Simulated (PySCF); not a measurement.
Working out the ionisation energy of Cd+

Cd+ [Kr] 4d10 5s1 (2S) → Cd(2+) [Kr] 4d10 (1S). Computed with PySCF 2.14 in aug-cc-pVTZ-PP with ECP28MDF (6s6p5d3f2g, 88 functions), with a scalar-relativistic core potential. Frozen: 4s2 4p6. Energies in hartree (1 hartree = 27.21139 eV):

```csv
part,Cd+ (lower),Cd(2+) (upper)
UHF,-166.568799,-165.997376
MP2 opposite-spin,-0.263808,-0.236603
MP2 same-spin,-0.153023,-0.134114
```

Q: What does Hartree-Fock give?

A: (-165.997376) − (-166.568799) = 0.571423 hartree = 15.549 eV.

Q: What do MP2 and SCS-MP2 (6/5 opposite-spin, 1/3 same-spin) give?

A: The opposite-spin parts differ by 0.740 eV and the same-spin parts by 0.515 eV. MP2: 15.549 + (0.740) + (0.515) = 16.804 eV. SCS-MP2: 15.549 + 1.2 × (0.740) + (0.515)/3 = 16.609 eV.

Measured between the centres of the two terms (NIST): 16.908 eV, so MP2 (valence) is off by -0.104 eV.

What remains against the reference includes basis incompleteness, the frozen core and correlation beyond second order.
